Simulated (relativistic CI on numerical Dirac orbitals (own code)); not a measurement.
Hyperfine structure of Se X, mass number 77

Computed by Dirac-Coulomb-Breit CI, orbitals from a KLI potential per configuration, a model potential for QED, unscaled Slater integrals (own radial code, finite nucleus).

CI space (outside the closed core [Ne]): 3s2.3p6.3d7, 3s2.3p5.3d8, 3s2.3p4.3d9, 3s2.3p6.3d6.4s, 3s.3p6.3d8, 3s2.3p6.3d6.4p, 3s2.3p6.3d5.4s2, 3s2.3p6.3d6.4d, 3p6.3d9, 3s2.3p6.3d5.4s.4p, 3s2.3p6.3d6.4f, 3s2.3p6.3d6.5s, 3s2.3p6.3d5.4p2, 3s2.3p6.3d6.5p, 3s2.3p6.3d6.5d, 3s2.3p5.3d7.4s. Levels of other configurations are missing.

Nuclear spin I = 1/2, μ = 0.53356 μN (tables of Stone and Pyykkö). The electronic factors are computed for point nuclear moments, without core polarisation or the Bohr-Weisskopf and QED corrections.

| Level | E (cm⁻¹) | A (MHz) |
| --- | --- | --- |
| 3s2.3p6.3d7 4F_9/2 | 0.0 | 1646 |
| 3s2.3p6.3d7 4F_7/2 | 5342.3 | 1785 |
| 3s2.3p6.3d7 4F_5/2 | 8780.3 | 2134 |
| 3s2.3p6.3d7 4F_3/2 | 10983.3 | 3442 |
| 3s2.3p6.3d7 4P_3/2 | 34588.5 | 1315 |
| 3s2.3p6.3d7 4P_5/2 | 35672.4 | 848.7 |
| 3s2.3p6.3d7 2G_9/2 | 38056.7 | 2091 |
| 3s2.3p6.3d7 4P_1/2 | 38721.4 | -1628 |

Levels with J = 0, under 50 % of one LS term, or S terms without an open s electron are left out. Small factors come from cancelling terms and can be off by tens of per cent or more.

At this charge energies of transitions that change n are usually good to better than 1 %, and those within a shell (Δn = 0) to a few per cent. Terms inside the open d or f shell come out 10 to 20 % too wide with unscaled integrals.

Q: Give the hyperfine levels of 3s2.3p6.3d7 4F_9/2 relative to its centre of gravity.

A: With K = F(F + 1) − I(I + 1) − J(J + 1), E = AK/2: F = 4: -4527, F = 5: 3704 MHz.
